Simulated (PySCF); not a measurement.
**Stationary points of [OsN2]+**

Computed with PySCF, PBE0, basis Os def2-TZVP with ECP60, N def2-TZVP (scalar-relativistic core potentials, no spin–orbit coupling, density fitting).

Relaxations began from a few typed shapes; open shells are unrestricted. The search is not exhaustive: other isomers or separated fragments can lie lower, and high-lying points may rest on an excited occupation.

```
                                spin  group                           bonds                           angles  imaginary modes (cm⁻¹)  ΔE (kJ/mol)  ΔE with ZPE (kJ/mol)
broken-symmetry Ms = 1/2 (⟨S²⟩ 1.75)    C2v  N–N 1.158 Å, Os–N 2.012 Å (×2)  N–N–Os 73.3° (×2), N–Os–N 33.5°                    none          0.0                   0.0
                             doublet    C2v               Os–N 1.656 Å (×2)                    N–Os–N 104.6°                    none        115.9                 114.6
broken-symmetry Ms = 1/2 (⟨S²⟩ 1.88)    C∞v      Os–N 1.633 Å, Os–N 1.879 Å                    N–Os–N 180.0°              563i, 278i        478.6                     –
broken-symmetry Ms = 1/2 (⟨S²⟩ 1.87)    D∞h               Os–N 1.744 Å (×2)                    N–Os–N 180.0°        734i, 346i, 308i        494.2                     –
```

The lowest minimum found is the broken-symmetry Ms = 1/2 (⟨S²⟩ 1.75) C2v: N–N 1.158 Å, Os–N 2.012 Å (×2); N–N–Os 73.3° (×2), N–Os–N 33.5°.

For the lowest minimum: the determinant is spin-contaminated (⟨S²⟩ = 1.75, pure value 0.75). The spin densities have lower symmetry than the nuclear frame. With open d or f shells other occupations or spin states may lie lower. Spin–orbit coupling, left out here, can matter for elements this heavy.

The electron or spin density has lower symmetry than the nuclear frame for the broken-symmetry Ms = 1/2 (⟨S²⟩ 1.88) C∞v at 478.6 kJ/mol, broken-symmetry Ms = 1/2 (⟨S²⟩ 1.87) D∞h at 494.2 kJ/mol.
